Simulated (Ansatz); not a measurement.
The multiplicity is imposed and other spin states were not computed.

Cartesian coordinates (Å):
```xyz
6

Ag     0.0020    -0.0020     0.0033
N      1.0268    -1.0322     1.6704
H      2.0136    -1.2030     1.4682
H      0.6074    -1.9408     1.8766
H      0.9936    -0.4900     2.5357
H     -0.7389     0.7429    -1.2022
```
Charge 0, multiplicity 1.

Method: frozen-core CCSD(T)/def2-TZVPP // r2SCAN-D4/def2-SVP (Ansatz, a program for electronic structure).

- HF energy: -202.90539 Ha
- MP2 correlation energy: -0.94884 Ha

Task: Estimate the CCSD correlation energy, the (T) correction, the total energy and the T1 diagnostic.

Result: 
```yaml
CCSD correlation energy: -0.92506 Ha
"(T) correction": -0.03069 Ha
CCSD(T) total energy: -203.86114 Ha
T1 diagnostic: 0.017
```
